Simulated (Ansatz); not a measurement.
Z-matrix (Å, degrees):
```
C
S 1 1.821
H 1 1.090 2 111.4
H 1 1.090 2 111.4 3 -123.1
H 1 1.090 2 106.1 3 118.4
Sn 2 2.384 1 97.5 3 61.6
S 6 2.371 2 112.9 1 -63.8
S 6 2.371 2 112.9 1 63.9
F 6 1.927 2 100.9 1 -180.0
C 7 1.821 6 98.3 2 -52.0
C 8 1.821 6 98.3 2 51.8
H 10 1.089 7 110.9 6 -69.7
H 10 1.090 7 105.9 6 171.8
H 10 1.090 7 111.4 6 53.4
H 11 1.090 8 105.9 6 -171.7
H 11 1.090 8 111.4 6 -53.3
H 11 1.089 8 110.9 6 69.8
```

Charge 0, multiplicity 1. Sn takes the def2 core potential.

Q: List the r2SCAN/def2-TZVPP orbital energies in eV (Ansatz 0.2.0). (Estimate.)

A: Ansatz gave: Occupied: -2409.40, -2409.40, -2409.33, -664.93, -274.18, -274.14, -274.14, -213.79, -213.79, -213.72, -157.88, -157.87, -157.81, -157.80, -157.80, -157.73, -157.65, -157.65, -157.58, -138.04, -92.86, -92.85, -92.85, -29.85, -27.32, -27.32, -27.20, -27.18, -26.74, -20.61, -20.39, -20.32, -16.91, -16.46, -16.36, -12.80, -11.54, -11.40, -11.26, -11.14, -11.05, -10.96, -10.32, -9.75, -9.58, -9.29, -9.13, -8.85, -7.65, -7.46, -6.46, -6.29, -6.23. Lowest empty: -2.36, -1.00, -0.64, -0.36, 0.51, 1.05, 1.07, 1.21.
